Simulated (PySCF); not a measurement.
# Exercise with solution: chemical shift, span and skew from a shielding tensor

Ga(Cl)2(NH2) (Cl₂GaH₂N), SMILES [Cl][Ga]([NH2])[Cl]. Atoms are numbered in the order given.

```xyz
6

Ga     0.0000     0.0000    -0.2664
Cl     0.0000    -1.8365     0.8194
Cl     0.0000     1.8365     0.8194
N      0.0000     0.0000    -2.0546
H      0.0000     0.8460    -2.6095
H      0.0000    -0.8460    -2.6095
```
Charge 0, spin multiplicity 1.

Geometry optimised at PBE0-D3(BJ)/def2-SVP. The structure was generated by enumeration; whether it is a known compound was not checked. Other conformers were not sampled.

GIAO shieldings from PySCF with PBE/pcSseg-1, non-relativistic, no solvent. The symmetric part of the tensor of N4 has the principal values 166.7, 202.4, 261.6 ppm. The same nucleus in NH3 has σ = 267.0 ppm at this level (PySCF, at its B3LYP-D3(BJ)/def2-TZVP geometry). Without spin–orbit terms, shifts of atoms bonded to Cl or Br come out too high.

Task: Work out the isotropic shielding, the ¹⁵N shift against NH3, the span and the skew.

Result: 
σ(iso) = (σ11 + σ22 + σ33)/3 = 210.2 ppm. δ = σ(ref) − σ(iso) = 267.0 − (210.2) = 56.8 ppm.
Span Ω = σ33 − σ11 = 94.9 ppm. Skew κ = 3(σ(iso) − σ22)/Ω = 0.25. Tumbling in solution averages the tensor to δ; in a static solid the shielding alone would spread this spin-1/2 line over Ω.
